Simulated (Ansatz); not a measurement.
Gas-phase electronic energies from Ansatz, PBE0-D4/def2-TZVP geometries. CCSD(T)/CBS adds triple-zeta CCSD(T) − MP2 to the extrapolated MP2 energy (def2 sets, frozen cores). Functionals use def2-TZVPP. B3LYP here is the variant with VWN-RPA as its local correlation; programs differ in this. Each species was taken in one conformer, which may not be the lowest.

Reaction (ligand exchange at a P–N bond): `CN([SiH3])P` + `O[SiH3]` → `[SiH3]OP` + `CN[SiH3]`

Task: Is it downhill or uphill in electronic energy at CCSD(T)/CBS, and by how much? (Best estimate.)

Result: Ansatz gave: Nearly level: ΔE = -2.5 kJ/mol.

Task: What do these levels give: BLYP-D4, r2SCAN0-D4, B2PLYP, revPBE, B3LYP, CAM-B3LYP, RPA@PBE/def2-TZVPP, HF/def2-TZVPP, MP2/def2-TZVPP, HF/def2-QZVPP, MP2/def2-QZVPP, MP2/CBS(def2)? (Best estimate.)

Result: The calculation gave: BLYP-D4 -5.3, r2SCAN0-D4 -3.9, B2PLYP -8.4, revPBE -7.5, B3LYP -13.8, CAM-B3LYP -13.2, RPA@PBE/def2-TZVPP -4.9, HF/def2-TZVPP -21.5, MP2/def2-TZVPP 2.5, HF/def2-QZVPP -22.9, MP2/def2-QZVPP 1.6, MP2/CBS(def2) 1.9 kJ/mol.

Largest T1 diagnostic among the species: 0.012.

In def2-TZVPP, CCSD(T) changes the Hartree–Fock value by +19.6 kJ/mol (the triples alone add +3.2 kJ/mol) and MP2 by +24.0 kJ/mol. Leaving LDA and LC-ωPBE aside and taking each functional with its dispersion term where it has one, the values, not all of them listed here, spread over 13.1 kJ/mol, from BHLYP-D4 to revPBE-D4. LDA lies +7.6 kJ/mol from PBE without D4.
